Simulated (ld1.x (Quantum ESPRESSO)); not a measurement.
**What one change does to a pseudopotential (Ir (Z = 77), TM)**

iridium, norm-conserving Troullier–Martins (Kleinman–Bylander form), made with ld1.x (Quantum ESPRESSO) 7.5 (PBE, fully relativistic). Core [Xe] 4f14, reference 5d7 6s2 6p0. Waves: 6s (bound): rc 1.80 bohr; 5d (bound): rc 1.90 bohr; 6p (bound, empty): rc 3.50 bohr. Local part: the p channel. Core correction: Bessel-smoothed model core, default radius (core density twice the valence density).

Open shells are filled in proportion to 2j + 1 (rel_dist='average').

Change: scalar-relativistic.

Cutoffs: the cutoffs (Ry, on a coarse ladder) from which the occupation-weighted sum of valence levels, in a spherical-Bessel basis at the reference potential, stays within 10 and 1 mRy of its value at 400 Ry; they do not see the model core or the augmentation charge, which bear on the density cutoff. Errors are all-electron minus pseudo energies relative to the spin-unpolarised reference configuration.

Q: Predict the effect on cutoff, ghosts and configuration errors.

A: The potential gets neither clearly harder nor softer (40 Ry and 80 Ry → 40 Ry and 80 Ry); of the 7 tests that both files solve, the error grows in 2 and shrinks in 2 by more than 15 % and 0.3 meV (median size 91.1 → 96.5 meV); neither file shows a bound ghost.

```tsv
quantity	base	changed
cutoff, loose	40 Ry	40 Ry
cutoff, tight	80 Ry	80 Ry
bound ghosts	none	none
error for 5d7 6s1 6p0, meV [ΔE 9.89 → 9.88 eV]	-5.3	-9.0
error for 5d7 6s0 6p0, meV [ΔE 27.36 → 27.35 eV]	-47	-56
error for 5d6 6s0 6p0, meV [ΔE 57.90 → 57.89 eV]	-328	-343
error for 5d8 6s0 6p0, meV [ΔE 8.64 eV]	-91	-99
error for 5d5 6s0 6p0, meV [ΔE 101.45 → 101.46 eV]	-1051	-1077
error for 5d6 6s2 6p1, meV [ΔE 7.10 → 7.16 eV]	-140	-97
error for 5d7 6s0 6p2, meV [ΔE 10.89 → 11.01 eV]	-91	-13
s: phases at 3.81 bohr within 0.05 rad from the reference energy up to (Ry; the scan ends near 5)	0.7	0.7
```
